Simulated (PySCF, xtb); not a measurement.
F2H2NOTa, SMILES [NH]=[Ta]([OH])([F])[F], multiplicity 1. The values are those of a single conformer.

Harmonic wavenumbers (cm⁻¹) from GFN2-xTB (xtb 6.7.1) at its own minimum, in rising order: 119, 140, 143, 165, 175, 360, 365, 389, 444, 524, 557, 562, 904, 3479, 3648.

**Question.** What does B3LYP-D3(BJ)/def2-SVP in PySCF give at its own minimum? (The exact figures need the calculation; the answer reports its results.)

**Answer.** 160, 172, 196, 237, 238, 430, 503, 541, 628, 678, 679, 732, 1008, 3663, 3886. Paired by order, the mean absolute difference is 118 cm⁻¹ and the zero-point energies are 17.1 and 19.7 kcal/mol.
